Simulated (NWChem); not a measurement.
Molecule: C3H5BFN; SMILES FB1CCN=C1

```xyz
11

F      0.0606     2.1540     0.0000
B      0.0270     0.8318     0.0000
C      1.2497    -0.1505     0.0000
N      0.8601    -1.3742     0.0000
C     -0.5929    -1.4842     0.0000
C     -1.2389    -0.0925     0.0000
H      2.3296     0.0549     0.0000
H     -0.8768    -2.0935     0.8751
H     -0.8768    -2.0935    -0.8751
H     -1.8790     0.0911     0.8795
H     -1.8790     0.0911    -0.8795
```
Atoms are numbered in this order, from 1.

Computed with NWChem. Pople sets run with spherical d functions. Structure relaxed at the PBE0/def2-SVP level. Core excitations by TDA in a window of 1s orbitals, non-relativistic and unshifted: absolute energies depend strongly on the exact-exchange share.

Problem. Predict the results for N K edge, BHandHLYP/6-311G**. Quantities: first 1s excitation (eV); dipole oscillator strength of the first; first state with f > 0.002 (eV); dipole oscillator strength of that state.

Solution. 
```
Property                                   Value
----------------------------------------  ------
first 1s excitation (eV)                   395.2
dipole oscillator strength of the first   0.0648
first state with f > 0.002 (eV)            395.2
dipole oscillator strength of that state  0.0648
```
